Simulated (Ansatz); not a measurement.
Ansatz (a program for electronic structure) input (RI-MP2/aug-cc-pVTZ):
A basis named .json is the Basis Set Exchange file of that set.

Ansatz 0.2 input:
```yaml
crystal:
  periodic: [false, false, false]
  atoms:
    - {symbol: C, position_ang: [2.04462694, -0.26072727, -0.21603242]}
    - {symbol: Ge, position_ang: [-0.15724514, 0.02005163, 0.01661430]}
    - {symbol: O, position_ang: [-0.75728358, -0.82430760, -1.37375572]}
    - {symbol: O, position_ang: [-0.28633018, 1.74863104, -0.02169603]}
    - {symbol: O, position_ang: [-0.43684576, -0.73553782, 1.55187503]}
    - {symbol: H, position_ang: [2.13849568, -0.02967920, -1.27269705]}
    - {symbol: H, position_ang: [2.39070240, 0.48530163, 0.49277458]}
    - {symbol: H, position_ang: [2.11873970, -1.30335590, 0.07751068]}
    - {symbol: H, position_ang: [-1.05118875, -1.73869048, -1.23760912]}
    - {symbol: H, position_ang: [-0.51661491, 2.15171939, -0.87345945]}
    - {symbol: H, position_ang: [-0.47237492, -0.15286888, 2.32663099]}
basis:
  gaussian:
    orbitals: aug-cc-pVTZ
    fitting: {mean_field: def2-universal-jkfit, correlation: aug-cc-pVTZ-RIFIT.json}
total_charge: 1
magnetization: {spin_polarized: true, initial_magnetization: 1}
correlation: {method: mp2, electrons: outside_noble_gas}
```

Output:

```
Functional definition: HF
integrals: 0.89 GiB planned
680 factors; integrals over basis functions are off by at most 9.6e-1 eV
mean field: 1.90 GiB planned
mean field evaluation 1: about -63698.8009 eV, gradient 5.3e1 eV
mean field evaluation 2: about -63704.2638 eV, gradient 3.6e1 eV
mean field evaluation 4: about -63708.3003 eV, gradient 1.2e0 eV
mean field evaluation 8: about -63708.3165 eV, gradient 2.4e-6 eV
mean field -63708.31651605 eV, -2341.2374489169 hartree, gradient 2.4e-6 eV, S^2 0.762585; 0 other end points of the search recorded, 0 dependent functions left out
18 core orbitals not correlated
891 factors; their error is unknown
reference -63708.31651605 eV, -2341.2374489169 hartree; 16, 15 occupied and 347, 348 virtual orbitals, 891 factors
second order -27.48565868 eV of doubles, -0.00000000 eV of singles
Total energy: -63735.80217473 eV, -2342.2475282431 hartree
```
